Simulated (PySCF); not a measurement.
# The second ionisation energy along the 4d series

Calculated with PySCF 2.14 from differences of total energies of unrestricted determinants, without spin-orbit coupling. Values in eV. The last column holds reference values (NIST; (s) semi-empirical, (t) theoretical, else measured). Unmarked ones compare directly (S terms, centres of terms, or small fine structure); those marked * lie between the lowest fine-structure levels and include a spin-orbit shift.

```
                           element             configurations     UHF  MP2 (valence)  SCS-MP2 (valence)           reference
Nb (cc-pVTZ-PP with ECP28MDF, ECP)        [Kr] 4d4 → [Kr] 4d3  13.052         13.593             13.232         14.32 (s) *
Mo (cc-pVTZ-PP with ECP28MDF, ECP)        [Kr] 4d5 → [Kr] 4d4  15.082         15.738             15.301  16.16 ± 0.12 (s) *
Tc (cc-pVTZ-PP with ECP28MDF, ECP)    [Kr] 4d5 5s1 → [Kr] 4d5  14.236         14.809             14.427           15.26 (s)
Ru (cc-pVTZ-PP with ECP28MDF, ECP)        [Kr] 4d7 → [Kr] 4d6  14.880         16.267             16.427  16.76 ± 0.06 (s) *
Rh (cc-pVTZ-PP with ECP28MDF, ECP)        [Kr] 4d8 → [Kr] 4d7  16.108         17.785             17.804         18.08 (s) *
Ag (cc-pVTZ-PP with ECP28MDF, ECP)       [Kr] 4d10 → [Kr] 4d9  19.675         21.677             21.465            21.484 *
Cd (cc-pVTZ-PP with ECP28MDF, ECP)  [Kr] 4d10 5s1 → [Kr] 4d10  15.537         16.666             16.482              16.908
```

"Valence" correlates the outer s and p shells and, in groups 3 to 12 and the f block, the outer d or f shell, open or full, or the next shell where the ion has no valence electron left; the wider scheme adds the next inner shell.
